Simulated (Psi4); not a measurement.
CH7GeN, singlet, geometry from GFN2-xTB, atoms displaced at random by about 0.03 Å a coordinate; B3LYP/STO-3G, gradient (Psi4).

The Psi4 input:
```
memory 2 GB

molecule mol {
0 1
  Ge   -0.046617   -0.275851    0.199970
  C     1.569481    0.461614   -0.529560
  N    -1.535081    0.677556   -0.112961
  H     0.064810   -0.401757    1.647288
  H    -0.314903   -1.673833   -0.333593
  H     1.581460    0.435900   -1.618915
  H     1.840055    1.451579   -0.139755
  H     2.504149   -0.157167   -0.343418
  H    -1.773236    0.738210   -1.093972
  H    -1.553547    1.586725    0.330879
symmetry c1
no_reorient
no_com
}

set basis sto-3g
set reference rks

gradient('b3lyp')
print_variables()
```

It wrote (shortened):

```
gradient() will perform analytic gradient computation.

   => Loading Basis Set <=

    Name: STO-3G
    Role: ORBITAL
    Keyword: BASIS

         ---------------------------------------------------------
                                   SCF
               by Justin Turney, Rob Parrish, Andy Simmonett
                          and Daniel G. A. Smith
                              RKS Reference
         ---------------------------------------------------------

  ==> Geometry <==

    Molecular point group: c1
    Full point group: C1

    Geometry (in Angstrom), charge = 0, multiplicity = 1:

       Center              X                  Y                   Z               Mass
    ------------   -----------------  -----------------  -----------------  -----------------
         GE          -0.046617000000    -0.275851000000     0.199970000000    73.921177761000
         C            1.569481000000     0.461614000000    -0.529560000000    12.000000000000
         N           -1.535081000000     0.677556000000    -0.112961000000    14.003074004430
         H            0.064810000000    -0.401757000000     1.647288000000     1.007825032230
         H           -0.314903000000    -1.673833000000    -0.333593000000     1.007825032230
         H            1.581460000000     0.435900000000    -1.618915000000     1.007825032230
         H            1.840055000000     1.451579000000    -0.139755000000     1.007825032230
         H            2.504149000000    -0.157167000000    -0.343418000000     1.007825032230
         H           -1.773236000000     0.738210000000    -1.093972000000     1.007825032230
         H           -1.553547000000     1.586725000000     0.330879000000     1.007825032230

  Running in c1 symmetry.

  Rotational constants: A =      0.48610  B =      0.19063  C =      0.15163 [cm^-1]
  Rotational constants: A =  14572.89607  B =   5714.84224  C =   4545.86947 [MHz]
  Nuclear repulsion =  212.418693071217092

  Charge       = 0
  Multiplicity = 1
  Electrons    = 52
  Nalpha       = 26
  Nbeta        = 26

  ==> Algorithm <==

  SCF Algorithm Type is DF.
  DIIS enabled.
  MOM disabled.
  Fractional occupation disabled.
  Guess Type is SAD.
  Energy threshold   = 1.00e-08
  Density threshold  = 1.00e-08
  Integral threshold = 1.00e-12

  ==> Primary Basis <==

  Basis Set: STO-3G
    Blend: STO-3G
    Number of shells: 21
    Number of basis functions: 35
    Number of Cartesian functions: 36
    Spherical Harmonics?: true
    Max angular momentum: 2

  ==> DFT Potential <==

   => LibXC <=

    Version 7.1.2
    S. Lehtola, C. Steigemann, M. J. T. Oliveira, and M. A. L. Marques,  SoftwareX 7, 1–5 (2018) (10.1016/j.softx.2017.11.002)

   => Composite Functional: B3LYP <=

    B3LYP Hyb-GGA Exchange-Correlation Functional

    P. J. Stephens, F. J. Devlin, C. F. Chabalowski, and M. J. Frisch,  J. Phys. Chem. 98, 11623 (1994) (10.1021/j100096a001)

    Deriv               =              1
    GGA                 =           TRUE
    Meta                =          FALSE

    Exchange Hybrid     =           TRUE
    MP2 Hybrid          =          FALSE

   => Exchange Functionals <=

    0.0800   Slater exchange
    0.7200         Becke 88

   => Exact (HF) Exchange <=

    0.2000               HF

   => Correlation Functionals <=

    0.1900   Vosko, Wilk & Nusair (VWN5_RPA)
    0.8100   Lee, Yang & Parr

   => LibXC Density Thresholds  <==

    XC_HYB_GGA_XC_B3LYP:  1.00E-15

   => Molecular Quadrature <=

    Radial Scheme          =       TREUTLER
    Pruning Scheme         =           NONE
    Nuclear Scheme         =       TREUTLER

    Blocking Scheme        =         OCTREE
    BS radius alpha        =              1
    Pruning alpha          =              1
    Radial Points          =             75
    Spherical Points       =            302
    Total Points           =         213975
    Total Blocks           =           1631
    Max Points             =            256
    Max Functions          =             34
    Weights Tolerance      =       1.00E-15

   => Loading Basis Set <=

    Name: (STO-3G AUX)
    Role: JKFIT
    Keyword: DF_BASIS_SCF

  ==> Integral Setup <==

  SCF_SUBTYPE=INCORE selected. In-core MEM_DF algorithm will be used.
  Using in-core AOs.

  ==> MemDFJK: Density-Fitted J/K Matrices <==

    J tasked:                   Yes
    K tasked:                   Yes
    wK tasked:                   No
    Algorithm:                 Core
    Schwarz Cutoff:           1E-12
    Mask sparsity (%):       1.7959
    Fitting Condition:        1E-10

   => Auxiliary Basis Set <=

  Basis Set: (STO-3G AUX)
    Blend: DEF2-UNIVERSAL-JKFIT
    Number of shells: 152
    Number of basis functions: 544
    Number of Cartesian functions: 693
    Spherical Harmonics?: true
    Max angular momentum: 5

  Minimum eigenvalue in the overlap matrix is 2.3537063123E-01.
  Reciprocal condition number of the overlap matrix is 1.0173322808E-01.
    Using symmetric orthogonalization.

  ==> Pre-Iterations <==

  SCF Guess: Superposition of Atomic Densities via on-the-fly atomic UHF (no occupation information).

   -------------------------
    Irrep   Nso     Nmo
   -------------------------
     A         35      35
   -------------------------
    Total      35      35
   -------------------------

  ==> Iterations <==

                           Total Energy        Delta E     RMS |[F,P]|

   @DF-RKS iter SAD: -2145.88095661078478   -2.14588e+03   0.00000e+00
   @DF-RKS iter   1: -2148.57733140579103   -2.69637e+00   1.88083e-02 DIIS/ADIIS
   @DF-RKS iter   2: -2148.16857244072025    4.08759e-01   3.81174e-02 DIIS/ADIIS
   @DF-RKS iter   3: -2148.92820883260356   -7.59636e-01   1.96158e-03 DIIS/ADIIS
   @DF-RKS iter   4: -2148.93184341355300   -3.63458e-03   7.86437e-04 DIIS/ADIIS
   @DF-RKS iter   5: -2148.93225753472143   -4.14121e-04   3.49294e-04 DIIS/ADIIS
   @DF-RKS iter   6: -2148.93235355421848   -9.60195e-05   1.30601e-05 DIIS
[...]
  @DF-RKS Final Energy: -2148.93235374929691
[...]
    VV10 Nonlocal Energy =                  0.0000000000000000
    Total Energy =                      -2148.9323537492969081

Computation Completed

Properties will be evaluated at   0.000000,   0.000000,   0.000000 [a0]

Properties computed using the SCF density matrix

 Multipole Moments:

 ------------------------------------------------------------------------------------
     Multipole            Electronic (a.u.)      Nuclear  (a.u.)        Total (a.u.)
 ------------------------------------------------------------------------------------

 L = 1.  Multiply by 2.5417464519 to convert [e a0] to [Debye]
 Dipole X            :          1.1795140           -0.8912648            0.2882493
 Dipole Y            :         -0.9090200            1.2566698            0.3476498
 Dipole Z            :         -1.9374353            1.6619518           -0.2754835
 Magnitude           :                                                    0.5289983

 ------------------------------------------------------------------------------------

         ------------------------------------------------------------
                                   SCF GRAD
                          Rob Parrish, Justin Turney,
                       Andy Simmonett, and Alex Sokolov
         ------------------------------------------------------------

  ==> Geometry <==

    Molecular point group: c1
    Full point group: C1

    Geometry (in Angstrom), charge = 0, multiplicity = 1:

       Center              X                  Y                   Z               Mass
    ------------   -----------------  -----------------  -----------------  -----------------
         GE          -0.046617000000    -0.275851000000     0.199970000000    73.921177761000
         C            1.569481000000     0.461614000000    -0.529560000000    12.000000000000
         N           -1.535081000000     0.677556000000    -0.112961000000    14.003074004430
         H            0.064810000000    -0.401757000000     1.647288000000     1.007825032230
         H           -0.314903000000    -1.673833000000    -0.333593000000     1.007825032230
         H            1.581460000000     0.435900000000    -1.618915000000     1.007825032230
         H            1.840055000000     1.451579000000    -0.139755000000     1.007825032230
         H            2.504149000000    -0.157167000000    -0.343418000000     1.007825032230
         H           -1.773236000000     0.738210000000    -1.093972000000     1.007825032230
         H           -1.553547000000     1.586725000000     0.330879000000     1.007825032230

  Nuclear repulsion =  212.418693071217092

  ==> Basis Set <==

  Basis Set: STO-3G
    Blend: STO-3G
    Number of shells: 21
    Number of basis functions: 35
    Number of Cartesian functions: 36
    Spherical Harmonics?: true
    Max angular momentum: 2

  ==> DFJKGrad: Density-Fitted SCF Gradients <==

    Gradient:                    1
    J tasked:                  Yes
    K tasked:                  Yes
    wK tasked:                  No
    Integrals threads:           1
    Schwarz Cutoff:          1E-12
    Fitting Condition:       1E-10

   => Auxiliary Basis Set <=

  Basis Set: (STO-3G AUX)
    Blend: DEF2-UNIVERSAL-JKFIT
    Number of shells: 152
    Number of basis functions: 544
    Number of Cartesian functions: 693
    Spherical Harmonics?: true
    Max angular momentum: 5

  ==> DFT Potential <==

   => LibXC <=

    Version 7.1.2
    S. Lehtola, C. Steigemann, M. J. T. Oliveira, and M. A. L. Marques,  SoftwareX 7, 1–5 (2018) (10.1016/j.softx.2017.11.002)

   => Composite Functional: B3LYP <=

    B3LYP Hyb-GGA Exchange-Correlation Functional

    P. J. Stephens, F. J. Devlin, C. F. Chabalowski, and M. J. Frisch,  J. Phys. Chem. 98, 11623 (1994) (10.1021/j100096a001)

    Deriv               =              1
    GGA                 =           TRUE
    Meta                =          FALSE

    Exchange Hybrid     =           TRUE
    MP2 Hybrid          =          FALSE

   => Exchange Functionals <=

    0.0800   Slater exchange
    0.7200         Becke 88

   => Exact (HF) Exchange <=

    0.2000               HF

   => Correlation Functionals <=

    0.1900   Vosko, Wilk & Nusair (VWN5_RPA)
    0.8100   Lee, Yang & Parr

   => LibXC Density Thresholds  <==

    XC_HYB_GGA_XC_B3LYP:  1.00E-15

   => Molecular Quadrature <=

    Radial Scheme          =       TREUTLER
    Pruning Scheme         =           NONE
    Nuclear Scheme         =       TREUTLER

    Blocking Scheme        =         OCTREE
    BS radius alpha        =              1
    Pruning alpha          =              1
    Radial Points          =             75
    Spherical Points       =            302
    Total Points           =         213975
    Total Blocks           =           1631
    Max Points             =            256
    Max Functions          =             34
    Weights Tolerance      =       1.00E-15

  -Total Gradient:
     Atom            X                  Y                   Z
    ------   -----------------  -----------------  -----------------
       1        0.012866971755     0.019938275759    -0.005246109299
       2       -0.026894049285     0.032334170966    -0.008460689763
       3       -0.033520733394     0.050128617503    -0.022373189084
       4       -0.000295412729    -0.003966614282     0.016417940973
       5       -0.008059886027    -0.032439285907    -0.007941580833
       6        0.009284916102    -0.015158125945     0.008690978848
       7        0.006672410527    -0.003808384858     0.006776346008
       8        0.024931170023    -0.006946336313    -0.009483590061
       9        0.010772010333    -0.011349371830     0.026652774206
      10        0.004138531828    -0.028733596181    -0.005063550707

  Variable Map:
  ----------------------------------------------------------------------------
[...]
  Array Variable Map:
  ----------------------------------------------------------------------------
[...]
[...]
```
